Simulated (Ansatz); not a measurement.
Gas-phase electronic energies from Ansatz, PBE0-D4/def2-TZVP geometries. CCSD(T)/CBS is the MP2 limit (def2-TZVPP, def2-QZVPP) plus CCSD(T) − MP2 in def2-TZVPP, frozen cores. This one scheme is used for every species. Functionals use def2-TZVPP. B3LYP here is the variant with VWN-RPA as its local correlation; programs differ in this. Each species was taken in one conformer, which may not be the lowest.

Consider the formal exchange of groups at the Si–S bond: `O[SiH2]S[SiH](Cl)Cl` + `F[SiH3]` → `F[SiH2][SiH](Cl)Cl` + `O[SiH2]S`.

Problem. Is it downhill or uphill in electronic energy at CCSD(T)/CBS, and by how much? (Best estimate.)

Solution. Ansatz gave: Uphill: ΔE = +84.1 kJ/mol.

Problem. What do these levels give: r2SCAN-D4, B3LYP-D4, B3LYP, HF/def2-TZVPP, CCSD/def2-TZVPP, HF/def2-QZVPP? (Best estimate.)

Solution. Ansatz gave: r2SCAN-D4 80.4, B3LYP-D4 78.4, B3LYP 67.4, HF/def2-TZVPP 74.5, CCSD/def2-TZVPP 78.7, HF/def2-QZVPP 74.5 kJ/mol.

Largest T1 diagnostic among the species: 0.011.

From PBE to PBE0 (25 % exact exchange), in def2-TZVPP and without D4, ΔE moves by +5.3 kJ/mol. The D4 term adds +11.0 kJ/mol with B3LYP and +5.9 kJ/mol with PBE0; it sums over pairs of atoms, weighted by their polarisabilities, and B3LYP, whose exchange is more repulsive, gets the larger term.
